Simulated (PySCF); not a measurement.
TcF4: fields on a plane

Level of theory: UB3LYP/[Tc def2-SVP with ECP28, F def2-SVP], scalar-relativistic core potentials, density fitting, no spin–orbit coupling, PySCF.

The quartet minimum has Tc–F 1.843 Å (×4); F–Tc–F 90.0° (×4), F–Tc–F 180.0° (×2).

The plane holds Tc1 at (0.00, 0.00), F2 at (1.84, 0.00), F3 at (0.00, 1.84), F4 at (-1.84, 0.00), F5 at (0.00, -1.84) Å. Columns run from x = -3.75 to 4.05 Å, rows from y = 4.05 (top) to -3.75 Å, in steps of 0.3 Å. Other isomers or separated fragments may lie lower. Core electrons replaced by a potential are absent, the electrostatic potential uses the reduced nuclear charge, and values within about 0.7 Å of such atoms have no physical meaning.

Problem. Give the electrostatic potential (V) (cut at 20 V). Every second row and column.

Solution. 
```
-0.1 -0.1 -0.1 -0.2 -0.2 -0.3 -0.3 -0.3 -0.3 -0.2 -0.1 -0.1 -0.1 -0.1
-0.1 -0.1 -0.1 -0.2 -0.3 -0.5 -0.6 -0.6 -0.4 -0.3 -0.2 -0.1 -0.1 -0.1
-0.1 -0.1 -0.2 -0.2 -0.5 -0.6  0.0 -0.4 -0.6 -0.3 -0.2 -0.2 -0.1 -0.1
-0.2 -0.2 -0.2 -0.2 -0.3  2.1 20.0 13.5 -0.1 -0.3 -0.2 -0.2 -0.2 -0.1
-0.2 -0.3 -0.3 -0.1  0.4  5.7 20.0 20.0  1.4  0.1 -0.3 -0.3 -0.3 -0.2
-0.3 -0.5 -0.5  0.6  2.6  8.9 19.4 14.4  5.0  1.4 -0.1 -0.6 -0.4 -0.3
-0.4 -0.7  2.2 20.0 14.3 20.0 20.0 20.0 14.4 20.0 13.5 -0.4 -0.6 -0.3
-0.5 -0.7  5.7 20.0 20.0 20.0 20.0 20.0 19.4 20.0 20.0  0.0 -0.6 -0.3
-0.4 -0.6  0.0  5.1  5.6 17.0 20.0 20.0  8.9  5.7  2.1 -0.6 -0.5 -0.3
-0.3 -0.4 -0.4  0.0  1.2  5.6 20.0 14.3  2.6  0.4 -0.3 -0.5 -0.3 -0.2
-0.2 -0.2 -0.2 -0.2  0.0  5.1 20.0 20.0  0.6 -0.1 -0.2 -0.2 -0.2 -0.2
-0.1 -0.2 -0.2 -0.2 -0.4  0.0  5.7  2.2 -0.5 -0.3 -0.2 -0.2 -0.1 -0.1
-0.1 -0.1 -0.2 -0.2 -0.4 -0.6 -0.7 -0.7 -0.5 -0.3 -0.2 -0.1 -0.1 -0.1
-0.1 -0.1 -0.1 -0.2 -0.3 -0.4 -0.5 -0.4 -0.3 -0.2 -0.2 -0.1 -0.1 -0.1
```

Problem. Give the electron density (e/Å³) (cut at 5 e/Å³). Lower edges of the bins (e/Å³): '0' 0.000, '1' 0.030, '2' 0.076, '3' 0.151, '4' 0.268, '5' 0.455, '6' 0.750, '7' 1.218, '8' 1.960, '9' 3.136; top 5.00.

Solution. 
```
000000000000000000000000000
000000000000000000000000000
000000000000000000000000000
000000000000110000000000000
000000000012332100000000000
000000000135665310000000000
000000000247997420000000000
000000001369999631000000000
000000001369999631000000000
000000111247997421110000000
000012332235665322332100000
000134664346776434664310000
000257997569999657997520000
001369999679669769999631000
001369999679669769999631000
000257997569999657997520000
000134664346776434664310000
000012332235665322332100000
000000111247997421110000000
000000001369999631000000000
000000001369999631000000000
000000000247997420000000000
000000000135665310000000000
000000000012332100000000000
000000000000110000000000000
000000000000000000000000000
000000000000000000000000000
```

With open d or f shells other occupations or spin states may lie lower.
